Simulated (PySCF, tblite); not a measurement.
Isomers of C7H10N (doublet state), one GFN2-xTB conformer each. Single-point energies are computed at B3LYP/pcH-1 (PySCF, gas phase, no added dispersion term), electronic only. GFN2-xTB treats the open shell by occupation alone, and not every SCF solution was tested for stability.

```csv
SMILES,GFN2-xTB relative energy (kcal/mol)
[CH2]C(=C)C1=NCCC1,0.0
[CH2]N[C@@H]1[C@@H]2C[C@H]3[C@@H]2[C@H]31,32.5
```

Conformers: `[CH2:1][C:2](=[CH2:3])[C:4]1=[N:5][CH2:6][CH2:7][CH2:8]1` (doublet state) with H–C1–C2–C3 180° and 0°, C1–C2–C4–N5 -176°; `[CH2:1][NH:2][C@@H:3]1[C@@H:4]2[CH2:5][C@H:6]3[C@@H:7]2[C@@H:8]13` (doublet state) with H–C1–N2–C3 36° and -178°, C1–N2–C3–C4 -150°.

Problem. What does B3LYP/pcH-1 give for the same structures?

Solution. 
| SMILES | B3LYP/pcH-1 E (Eh) | B3LYP/pcH-1 (kcal/mol) | GFN2-xTB (kcal/mol) | point group |
| --- | --- | --- | --- | --- |
| [CH2]C(=C)C1=NCCC1 | -327.46854 | 0.0 | 0.0 | near Cs |
| [CH2]N[C@@H]1[C@@H]2C[C@H]3[C@@H]2[C@H]31 | -327.37400 | 59.3 | 32.5 | C1 |

Both levels put the same isomer lowest. As drawn, the higher has a three-membered ring, a four-membered ring and an N–H bond, which the lower lacks.

Problem. What happens when harmonic zero-point energies from GFN2-xTB frequencies are added?

Solution. 
```csv
SMILES,ZPE (kcal/mol),electronic (kcal/mol),with ZPE (kcal/mol)
[CH2]C(=C)C1=NCCC1,93.7,0.0,0.0
[CH2]N[C@@H]1[C@@H]2C[C@H]3[C@@H]2[C@H]31,94.8,59.3,60.5
```

The zero-point energies span 1.1 kcal/mol. The order is unchanged.
